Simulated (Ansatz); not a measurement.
`C[CH2][Al]([F])[F]` → `[F][AlH][F]` + ethylene at 700 K and 1 bar (β-hydride elimination).

Gas-phase electronic energies from Ansatz, PBE0-D4/def2-TZVP geometries. CBS: MP2 limit from def2 TZ/QZ plus the TZ coupled-cluster correction, frozen cores. This one scheme is used for every species. Each species was taken in one conformer, which may not be the lowest.

```tsv
species	CCSD(T)/CBS energy (Eh)	H − E (kJ/mol)	S (J/(mol·K))
`C[CH2][Al]([F])[F]`	-520.88510	257.7	463.1
`[F][AlH][F]`	-442.35155	69.3	318.9
`C=C`	-78.48111	168.9	268.4
```

H − E and S are ideal-gas, rigid-rotor, harmonic terms from PBE0-D4/def2-TZVP, for one conformer and one mirror image of each species. 1 Eh = 2625.50 kJ/mol, R = 8.31446 J/(mol·K).

Q: By hand: ΔE, ΔH, ΔS and ΔG.

A: ΔE = (-442.35155) + (-78.48111) − (-520.88510) = 0.05244 Eh = 137.7 kJ/mol. Δ(H − E) = 69.3 + 168.9 − 257.7 = -19.5, so ΔH = 118.2 kJ/mol. ΔS = 318.9 + 268.4 − 463.1 = 124.2 J/(mol·K). ΔG = 118.2 − 700 × (124.2)/1000 = 31.3 kJ/mol.

Q: By hand: the equilibrium constant, and the temperature at which ΔG would vanish if ΔH and ΔS stayed fixed.

A: log₁₀ K = −ΔG/(RT ln 10) = -2.3. ΔG = 0 at ΔH/ΔS = 952 K.

The number of gas molecules changes by +1, which sets the sign of ΔS. A doubt of 5 kJ/mol in ΔE shifts log₁₀ K by 0.4 here. Other conformers and mirror images would add mixing entropy, several J/(mol·K) or more a flexible species. Modes under 60 cm⁻¹, often nearly free rotors, make the harmonic entropy too high. These are equilibria of isolated gas molecules and say nothing of rates. Largest T1 diagnostic: 0.013 (customary marks: 0.02 for closed shells, 0.045 for open ones).
